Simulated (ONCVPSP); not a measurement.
Logarithmic derivatives: Lu (Z = 71), ONCV

```json
{
 "Element": "lutetium (Lu)",
 "Generator": "ONCVPSP 4.0.1",
 "Type": "optimised norm-conserving Vanderbilt (ONCV)",
 "Functional": "LDA (Perdew-Wang 92)",
 "Relativity": "scalar-relativistic",
 "Frozen core": "[Kr] 4d10",
 "Valence charge": "25",
 "Reference configuration": "4f14 5s2 5p6 5d1 6s2",
 "Partial waves": "5s+6s: rc 1.95 bohr, ncon 4, nbas 8, qcut 5.6 1/bohr, 2 projectors; 5p: rc 1.80 bohr, ncon 4, nbas 7, qcut 9.8 1/bohr, 2 projectors, debl 1.4 Ha; 5d: rc 2.75 bohr, ncon 4, nbas 9, qcut 5.3 1/bohr, 2 projectors, debl 3.7 Ha; 4f: rc 0.75 bohr, ncon 4, nbas 8, qcut 23.6 1/bohr, local",
 "Local potential": "the f channel",
 "Core correction": "Teter function, fcfact 3.75, rcfact 1.35"
}
```

The phase is arctan(r·R′/R) of the radial function R(r), unwrapped; energies in Ha, scanned from -4 to 5 Ha. A pole is an energy at which the radial function vanishes at the test radius. The pseudo phase is shifted by a multiple of π to meet the all-electron one at the reference energy, and phase errors are pseudo minus all-electron; the curves can meet again beyond the range given. Levels narrower than the energy grid can be missing from the lists of poles. Where the grid stepped over a known ghost or core level, its pole and its step of π were put in at the level’s energy.

Question: For each channel, where are the poles, and over which energies does the pseudopotential scatter like the atom?

Answer:

| channel | radius (bohr) | reference energy (Ha) | poles, all-electron | poles, pseudo | unbroken range about the reference energy with phases within 0.05 rad | phase error 1 Ha above the reference energy (rad) |
| --- | --- | --- | --- | --- | --- | --- |
| s | 1.98 | -0.18 | -1.99, 4.60 | -1.99, -1.64, 4.67 | above -1.6 | +0.006 |
| p | 1.83 | -1.17 | -0.33 | -0.33 | the whole range | -0.000 |
| d | 2.79 | -0.07 | 0.31, 3.15 | 0.31, 3.15 | below 1.2 | +0.011 |
| f | 0.76 | -0.36 | 3.71 | 4.05 | the whole range | +0.002 |

Note: ghosts flagged at negative energy: s at -1192.8 eV, s at -44.7 eV, p at -847.5 eV, d at -551.0 eV; no localised positive-energy state flagged. A true bound ghost makes a file unfit for plane-wave use.

Phases in the f channel:

```csv
E (Ha),all-electron,pseudo
-3.98,0.411,0.446
-3.74,0.325,0.360
-3.50,0.230,0.264
-3.26,0.125,0.158
-3.02,0.012,0.043
-2.78,-0.107,-0.080
-2.54,-0.230,-0.207
-2.30,-0.353,-0.334
-2.06,-0.472,-0.459
-1.82,-0.586,-0.576
-1.58,-0.691,-0.684
-1.34,-0.786,-0.783
-1.10,-0.873,-0.871
-0.86,-0.950,-0.949
-0.62,-1.019,-1.018
-0.38,-1.080,-1.080
-0.14,-1.135,-1.134
0.10,-1.183,-1.183
0.34,-1.227,-1.226
0.58,-1.267,-1.265
0.82,-1.303,-1.300
1.06,-1.335,-1.331
1.30,-1.365,-1.360
1.54,-1.393,-1.386
1.78,-1.418,-1.410
2.02,-1.441,-1.432
2.26,-1.463,-1.453
2.50,-1.484,-1.472
2.74,-1.503,-1.490
2.98,-1.521,-1.507
3.22,-1.538,-1.522
3.46,-1.555,-1.537
3.70,-1.570,-1.552
3.94,-1.585,-1.565
4.18,-1.600,-1.578
4.42,-1.614,-1.590
4.66,-1.628,-1.602
4.90,-1.642,-1.613
```
